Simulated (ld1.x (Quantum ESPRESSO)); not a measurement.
**Transferability test, TM potential for Ag (Z = 47)**

| Property | Result |
| --- | --- |
| Element | silver (Ag) |
| Generator | ld1.x (Quantum ESPRESSO) 7.5 |
| Type | norm-conserving Troullier–Martins (Kleinman–Bylander form) |
| Functional | PBE |
| Relativity | fully relativistic |
| Frozen core | [Ar] 3d10 4s2 |
| Valence charge | 17 |
| Reference configuration | 4p6 4d10 5s1 5p0 |
| Partial waves | 5s (bound): rc 2.25 bohr; 4p (bound): rc 1.55 bohr; 4d (bound): rc 1.05 bohr |
| Local potential | the d channel |
| Core correction | a·sin(br)/r model core, default radius (core density twice the valence density) |

Open shells are filled in proportion to 2j + 1 (rel_dist='average').

Energies are relative to the spin-unpolarised reference configuration 4p6 4d10 5s1 5p0; without spin polarisation the order of configurations can differ from experiment. The d channel is local and has no spin–orbit splitting in the pseudo-atom. The frozen-core shift is the all-electron ΔE with the core orbitals held at their reference shape minus the fully relaxed ΔE.

Q: Give the all-electron excitation energy and the error of the potential for: 4p6 4d10 5s0 5p0; 4p6 4d9 5s0 5p0; 4p6 4d8 5s0 5p0; 4p5 4d10 5s1 5p0; 4p6 4d7 5s0 5p0; 4p6 4d9 5s1 5p0; 4p6 4d10 5s0.5 5p0.

A:

| valence configuration | charge | ΔE all-electron (eV) | error AE − PS (meV) | frozen-core shift (meV) |
| --- | --- | --- | --- | --- |
| 4p6 4d10 5s0 5p0 | +1 | 7.759 | -9.7 | +0.4 |
| 4p6 4d9 5s0 5p0 | +2 | 29.874 | +9.6 | +4.4 |
| 4p6 4d8 5s0 5p0 | +3 | 66.065 | +27 | +33 |
| 4p5 4d10 5s1 5p0 | +1 | 65.370 | -56 | +19 |
| 4p6 4d7 5s0 5p0 | +4 | 117.775 | +34 | +112 |
| 4p6 4d9 5s1 5p0 | +1 | 13.154 | +3.8 | +4.2 |
| 4p6 4d10 5s0.5 5p0 | +0.5 | 3.018 | -1.8 | +0.1 |

Levels in the configuration 4p6 4d8 5s0 5p0:

```tsv
level	all-electron (eV)	pseudo (eV)
4p j=1/2	-100.389	-100.351
4p j=3/2	-95.171	-95.141
4d j=3/2	-44.133	-43.718
4d j=5/2	-43.464	-43.718
```

These tests converged, but a pseudo level misses the all-electron one widely, so the file describes the atom poorly there or has found another state: 4p6 4d8 5s0 5p0: empty 5s by 3.5 eV (a node warning on the way); 4p6 4d7 5s0 5p0: empty 5s by 9.2 eV.

Note: ghost state, extra bound levels that the all-electron valence spectrum of the same l lacks: s at -166.0 eV. A true bound ghost makes a file unfit for plane-wave use. The potential misses its own reference levels by up to 0.3 eV.
